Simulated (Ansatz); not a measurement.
Na5. The state is a doublet with charge 0. Geometry PBE/def2-SVP, basis def2-TZVP, Ansatz.

```xyz
5

Na    2.107   -0.869   -1.147
Na   -0.413    0.035    1.156
Na   -3.262    1.604    0.062
Na    2.436   -1.575    2.191
Na   -0.868    0.804   -2.262
```

```
run  HOMO (eV)  LUMO (eV)
  A      -3.17      -1.69
  B      -2.74      -2.21
  C      -2.59      -2.31
  D      -2.70      -2.11
  E      -2.83      -1.81
  F      -3.80      -1.12
```

The structure comes from a short search, and lower isomers may exist.

HOMO and LUMO are taken over both spins.

**Question.** The runs used B97M-V, CAM-B3LYP, PBE, PBE0, r2SCAN, revPBE. Estimate which is which.

**Answer.** A PBE0 (25 % exact exchange); B PBE (0 % exact exchange); C B97M-V (0 % exact exchange); D revPBE (0 % exact exchange); E r2SCAN (0 % exact exchange); F CAM-B3LYP (range-separated). Exact exchange lowers occupied and raises empty levels; among semilocal functionals meta-GGAs tend to open the gap a little, and such runs are hard to tell apart. The gap grows from 0.28 eV (B97M-V) to 2.69 eV (CAM-B3LYP). At r2SCAN/def2-TZVP the charge 0 doublet is spin-contaminated (final ⟨S²⟩ up to 0.87, 0.75 for a pure state).
